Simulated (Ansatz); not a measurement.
System: PbI, charge 0, doublet. PbI (SMILES [I][Pb], doublet).
B3LYP-D3(BJ)/def2-TZVP minimum from Ansatz (a program for electronic structure):
```xyz
2

Pb     0.0000     0.0000    -1.1115
I      0.0000     0.0000     1.7197
```
Charge 0, spin multiplicity 2.

Total energies in hartree (Ansatz). Open shells are spin-unrestricted; no spin-orbit coupling. Cores are frozen in correlated methods (noble-gas shells, and filled d and f shells in the p block). Past Kr the def2 sets carry scalar-relativistic core potentials. Spin-orbit terms, left out, reach several kcal/mol for Br and I, and more for heavier atoms. The spin of IPb ([I][Pb], doublet) was assumed, and the state is the lowest solution found for it.

```tsv
species	HF/def2-TZVPP	CCSD(T)/def2-TZVPP	HF/def2-QZVPP	CCSD(T)/def2-QZVPP	CCSDT(Q)/def2-QZVPP
1: PbI (SMILES [I][Pb], doublet)	-488.55944	-488.77735	-488.56169	-488.80527	-488.80674
2: Pb (triplet)	-191.83552	-191.88342	-191.83621	-191.88661	-191.88692
3: I (doublet)	-296.65857	-296.79430	-296.65973	-296.81374	-296.81455
```

Question: Work out the atomisation energy (electronic, to ground-state atoms) in kcal/mol: take Hartree-Fock from def2-QZVPP, extrapolate the CCSD(T) correlation energy as X^-3 (X = 3, 4), and add CCSDT(Q) - CCSD(T) in def2-QZVPP. 1 hartree = 627.51 kcal/mol.

Answer: 
Species 1: correlation (64·(-0.24358) - 27·(-0.21791))/37 = -0.26231; step -0.00147; E1 = -488.56169 + (-0.26231) + (-0.00147) = -488.82547
Species 2: correlation (64·(-0.05040) - 27·(-0.04790))/37 = -0.05222; step -0.00031; E2 = -191.83621 + (-0.05222) + (-0.00031) = -191.88874
Species 3: correlation (64·(-0.15401) - 27·(-0.13573))/37 = -0.16735; step -0.00081; E3 = -296.65973 + (-0.16735) + (-0.00081) = -296.82789
-1·E1 +1·E2 +1·E3 = 0.10884 hartree = 68.3 kcal/mol.
